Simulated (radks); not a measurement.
Results of a calculation; reference values are marked as such.
Question: The mean radii <r> (bohr) of the occupied orbitals of an atom or ion are listed with their occupations. Level of theory: Dirac Kohn-Sham, PBE, spin-unpolarised, spherical densities, point nucleus (a radial shooting solver on a logarithmic mesh with Libxc functionals).

| orbital | occ. | <r> |
|---|---|---|
| 1s1/2 | 2 | 0.04029 |
| 2s1/2 | 2 | 0.1776 |
| 2p1/2 | 2 | 0.1523 |
| 2p3/2 | 4 | 0.1563 |
| 3s1/2 | 2 | 0.5104 |
| 3p1/2 | 2 | 0.5116 |
| 3p3/2 | 4 | 0.5221 |
| 3d3/2 | 4 | 0.5231 |
| 3d5/2 | 6 | 0.5269 |
| 4s1/2 | 2 | 1.454 |
| 4p1/2 | 2 | 1.690 |
| 4p3/2 | 4 | 1.727 |

Name the element and its charge. Open shells, if any, are shared by 2j + 1.

Answer: Z = 37, rubidium, charge +1: Rb+ in [Kr]. The 1s radius gives Z: for a bare nucleus <r> = (2 gamma + 1)/(2Z) with gamma = sqrt(1 - (Z/c)^2), 0.03954 bohr for Z = 37, and screening makes it slightly larger (0.04029 here). The occupations add up to 36, and the charge is Z minus that.
